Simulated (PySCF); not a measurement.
C3H7O, SMILES [CH2]COC, multiplicity 2. Coordinates come from a PBE-D3(BJ)/def2-SVP optimisation. The isomer is the one that the SMILES or the coordinates give; other isomers of the formula were not compared. Other conformers were not sampled.

Level of theory: PBE-D3(BJ)/def2-SVP run with PySCF.

Harmonic wavenumbers (cm⁻¹): 151, 201, 213, 351, 448, 513, 815, 901, 1013, 1071, 1118, 1134, 1178, 1244, 1320, 1376, 1381, 1400, 1409, 1437, 2855, 2888, 2897, 2948, 3062, 3077, 3196. Rotational constants (GHz): 16.42, 5.464, 4.740; symmetry number 1.

**Question.** Work out the zero-point energy and the ideal-gas rigid-rotor harmonic-oscillator thermochemistry at 298.15 K and 1 atm.

**Answer.** ZPE = ½ Σ hcν = ½ × 39597 cm⁻¹ = 56.61 kcal/mol. H − E(el) = 60.79 kcal/mol. Entropy in cal/(mol K): translation 38.15, rotation 24.14, vibration 10.19, spin 1.38, total 73.86. G − E(el) = 38.77 kcal/mol. Cp = 21.05 cal/(mol K).
